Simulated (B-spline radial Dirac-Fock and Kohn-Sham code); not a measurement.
**Mo³⁺ 2p3/2: cross section and angular parameters**

System: molybdenum as Mo³⁺ in the configuration [Kr] 4d3; threshold 2556.5 eV (orbital energy of the model). Model: Dirac-Hartree-Slater photoionisation with a Latter tail; cross sections with all multipoles, angular parameters from the dipole term and its interference with E2. Program: a radial B-spline solver.

```tsv
hν (eV)	σ (kb)	β	γ	δ
2984.4	146	1.326	-0.170	0.013
3560	90.5	1.453	0.107	0.028
3860	?	?	?	?
4790	39.4	1.475	0.559	0.044
5280	29.7	1.462	0.698	0.050
7230	11.7	1.381	1.117	0.073
7280	11.4	1.379	1.125	0.074
9251.7	5.46	1.289	1.415	0.099
9750	4.64	1.268	1.475	0.106
11000	3.16	1.214	1.609	0.123
```

Problem. Give the values at 3860 eV.

Solution. σ = 72.4 kb, β = 1.472, γ = 0.234, δ = 0.033.

Values without a named source are computed, but for edge energies of neutral atoms, which are taken from tables.
